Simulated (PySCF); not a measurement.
C₆H₈F₃PS.
SMILES with atom numbers: `[CH3:1][CH:2]([CH3:3])[P@@:4]1(=[S:5])[CH:6]=[C:7]1[C:8]([F:9])([F:10])[F:11]`

Cartesian coordinates in Å at the GFN2-xTB level; atoms count from 1:
```
atom  x, y, z in Å
C1    -1.5258   -0.2586    1.5970
C2    -1.4310   -0.4434    0.0861
C3    -1.4891    0.8678   -0.6753
P4     0.1554   -1.3646   -0.2267
S5     0.4275   -3.1289    0.5094
C6     1.0762   -0.6722   -1.6425
C7     1.4881   -0.1485   -0.4832
C8     2.5614    0.7569   -0.0158
F9     2.0509    1.8774    0.5321
F10    3.3385    0.1934    0.9162
F11    3.3667    1.1565   -1.0136
H12   -0.7528    0.4262    1.9433
H13   -1.3957   -1.2134    2.1062
H14   -2.4976    0.1488    1.8676
H15   -2.2248   -1.1210   -0.2519
H16   -1.3787    0.7073   -1.7462
H17   -2.4482    1.3489   -0.4947
H18   -0.7015    1.5411   -0.3420
H19    1.3707   -0.6644   -2.6736
```

Definitions: NICS(0) = −σiso at the ring centroid; NICS(1) = −σiso and NICS(1)zz = −σzz at ±1 Å along the ring normal z. Level: GIAO PBE0/pcSseg-1 (PySCF, non-relativistic, gas phase) on the GFN2-xTB geometry, one conformer.

Ring bond lengths (Å), with Mayer bond orders in brackets: P4–C6 1.825 (0.87), C6–C7 1.337 (1.58), C7–P4 1.822 (0.79).

Give the NICS values of each ring in ppm.

| ring | type | NICS(0) | NICS(1), two faces | NICS(1)zz, two faces | rms pucker (Å) | centre to ring atoms, mean (Å) |
| --- | --- | --- | --- | --- | --- | --- |
| P4–C6–C7 | 3-membered ring with P; formal bonds 1 double, 2 single | -17.5 | -6.8 / -8.4 | -10.1 / -15.0 | 0.00 | 0.96 |

What can be read from them?

- P4–C6–C7: mean NICS(1)zz -12.5 ppm, shielded. P4 has four or more neighbours, and the NICS criterion for π rings isn't applied. The two faces differ by 4.9 ppm, so no symmetry operation interchanges them. NICS(0) lies 10 ppm below the mean NICS(1).

List the ring angles and the Hirshfeld charges of the ring atoms.

- P4–C6–C7: P4 43.0° (+0.312 e), C6 68.4° (-0.056 e), C7 68.6° (-0.073 e); sum 180.0° against 180° for a flat convex ring.

What are the shieldings of the ring atoms and their hydrogens in the same run (means over atoms taken as equivalent)?

| atoms | environment | σ isotropic (ppm) |
| --- | --- | --- |
| P4 | phosphorus bonded to 3 C and S | 369.7 |
| C6 | alkene CH carbon | 20.7 |
| C7 | fully substituted alkene carbon | 21.4 |
| H19 | vinylic hydrogen | 22.45 |
